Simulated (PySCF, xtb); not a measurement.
CH5BO3, SMILES COB(O)O.

GFN2-xTB in xtb 6.7.1 at its own geometry gives an orbital gap of 8.26 eV and a dipole moment of 2.86 D.

The structure is a stationary point at B3LYP-D3(BJ)/def2-SVP. One conformer was computed; it need not be the lowest.

**Question.** What does r2SCAN/def2-TZVP in PySCF give? (Estimate from the structure and the level; the computed values follow.)

**Answer.** gap 7.11 eV (levels -7.00 and 0.11 eV), dipole 2.70 D.
